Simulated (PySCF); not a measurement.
Relaxation of singlet YH₃

All numbers come from BP86/[Y def2-TZVP with ECP28, H def2-TZVP], scalar-relativistic core potentials, density fitting, no spin–orbit coupling, PySCF. A (50,194) grid was used.

A hand-made trigonal planar start, of D3h symmetry, held to at least that symmetry:

```xyz
4
charge 0 multiplicity 1, angstrom
Y     0.0000    0.0000    0.0000
H     1.9500    0.0000    0.0000
H    -0.9750    1.6887    0.0000
H    -0.9750   -1.6887    0.0000
```

Optimiser trace:
| step | E − E(last) (kJ/mol) | largest gradient (Eh/bohr) |
| --- | --- | --- |
| 0 | 1.66 | 0.00617 |
| 1 | 0.70 | 0.00396 |
| 2 | 0.00 | 0.00022 |
| 3 | 0.00 | 0.00001 |

It ends at D3h with Y–H 1.987 Å (×3); H–Y–H 120.0° (×3). A frequency run shows 1 imaginary mode, down to 208i cm⁻¹, so it is a saddle point.

Final geometry:
Coordinates in bohr (charge 0 multiplicity 1):
```
Y     0.0000    0.0000    0.0000
H     3.7544    0.0000    0.0000
H    -1.8772    3.2514    0.0000
H    -1.8771   -3.2514    0.0000
```

The relaxation took about 10 core-seconds on a shared host.
